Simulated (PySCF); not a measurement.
# Gas-phase XPS of `C=C[C@@H]1C[C@@H](F)CC[SiH2]1`, computed

C7H13FSi.
SMILES with atom numbers: `[CH2:1]=[CH:2][C@@H:3]1[CH2:4][C@@H:5]([F:6])[CH2:7][CH2:8][SiH2:9]1`

Computed, not measured: delta-SCF UKS SCAN, pcX-2 on the ionised atom, pcseg-1 elsewhere, spin-free X2C (PySCF). Vertical ΔSCF values, vacuum level as zero.

Q: Give the core binding energies atom by atom.

A: 
```
atom(s)                  environment     level  binding energy (eV)  2p1/2 (eV)  above the level's lowest (eV)  count
    Si9                 SiH2 silicon  Si 2p3/2               106.11      106.74                           0.00      1
     C1         terminal =CH2 carbon      C 1s               289.77           –                           0.00      1
     C8  sp3 carbon bound to silicon      C 1s               290.04           –                          +0.27      1
     C3  sp3 carbon bound to silicon      C 1s               290.10           –                          +0.33      1
     C2             alkene CH carbon      C 1s               290.39           –                          +0.62      1
     C4              ring CH2 carbon      C 1s               290.68           –                          +0.91      1
     C7              ring CH2 carbon      C 1s               290.79           –                          +1.02      1
     C5               sp3 C–F carbon      C 1s               292.74           –                          +2.97      1
     F6               alkyl fluorine      F 1s               691.97           –                           0.00      1
    Si9                 SiH2 silicon     Si 1s              1845.87           –                           0.00      1
```

The listed C 1s values span 2.97 eV, from C1 (bonded to C (double bond) and 2 H) to C5 (bonded to F, 2 C and H). The widest gap between neighbouring values is 1.95 eV, between 290.79 and 292.74 eV. Summing the Pauling electronegativity differences to the bonded atoms, each weighted by its formal bond order, gives -0.70 for the lowest site and +1.08 for the highest; no listed site has a larger sum than the highest. The smallest sum, -1.35, belongs to C8, 0.27 eV above the lowest.

Q: What is the C 1s shift of C3 against C2?

A: 290.10 − 290.39 = -0.29 eV, or -28 kJ/mol.

Q: Which effective nuclear charge Zeff reproduces each element's mean 1s value in the hydrogen-like formula E = 13.606 eV × Zeff²?

A: C (Z = 6): mean 290.6 eV, Zeff = 4.62, Z − Zeff = 1.38; F (Z = 9): mean 692.0 eV, Zeff = 7.13, Z − Zeff = 1.87; Si (Z = 14): mean 1845.9 eV, Zeff = 11.65, Z − Zeff = 2.35. Means run over the listed sites, weighted by atom count.

Spin–orbit and ligand-field terms were added within each 2p shell after the spin-free SCF. 2p1/2 minus 2p3/2 (ligand field included): Si 0.62 eV. Geometry: PBE0-D3(BJ)/def2-SVP, one conformer, isolated molecule.
